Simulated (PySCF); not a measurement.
Cartesian coordinates in Å; atom numbers follow the order of the lines, from 1:
```xyz
18

C    -2.409   -0.432    0.271
C    -1.231   -0.908   -0.581
C     0.031   -0.134   -0.295
C     1.049   -0.645    0.389
Si    2.682    0.179    0.849
C     0.010    1.265   -0.840
F     1.230    1.890   -0.769
H    -2.147   -0.462    1.326
H    -2.696    0.584    0.012
H    -3.269   -1.079    0.110
H    -1.491   -0.812   -1.639
H    -1.051   -1.965   -0.374
H     0.931   -1.668    0.724
H     2.457    1.410    1.604
H     3.372   -0.785    1.720
H     3.496    0.409   -0.344
H    -0.280    1.265   -1.898
H    -0.692    1.894   -0.277
```

Calculated, not measured (PySCF 2.14.0 with density-fitted response routines): shielding tensors at PBE0/pcSseg-1 (GIAO), GFN2-xTB geometry. No solvent model, no relativistic terms, one conformer, equivalent nuclei averaged.

Referencing at the same level of theory: 13C against TMS.

Do the 13C shifts follow the atomic charges (in e)? Tabulate both.

Answers


```csv
atoms,hybridisation,δ (ppm),σ para (ppm),Hirshfeld,IAO,Mulliken,ESP-fitted
C3,sp2,166.3,-244,+0.01,+0.02,-0.41,+0.01
C4,sp2,119.3,-189,-0.16,-0.45,-0.32,-0.40
C6,sp3,90.9,-148,+0.03,+0.03,+0.29,+0.14
C2,sp3,36.9,-98,-0.06,-0.26,-0.17,-0.04
C1,sp3,17.8,-78,-0.11,-0.42,-0.28,-0.10
```

Correlation coefficients of δ with charge over these carbons: Hirshfeld +0.34, IAO +0.50, Mulliken -0.22, ESP-fitted -0.05; with the paramagnetic shielding -1.00. With so few points, grouped by hybridisation, these coefficients are fragile. Charge is one influence among several: hybridisation and low-lying excitations act through the paramagnetic term.

Shifts are as computed. Against solution values, carbons near 30 ppm lie about +3 ppm off and those near 130 ppm about +5 ppm. Of 1309 compounds with measured shifts, 239 miss one by over three times the rms of a fit or turn the order of signals round; such compounds aren't used in these exercises.
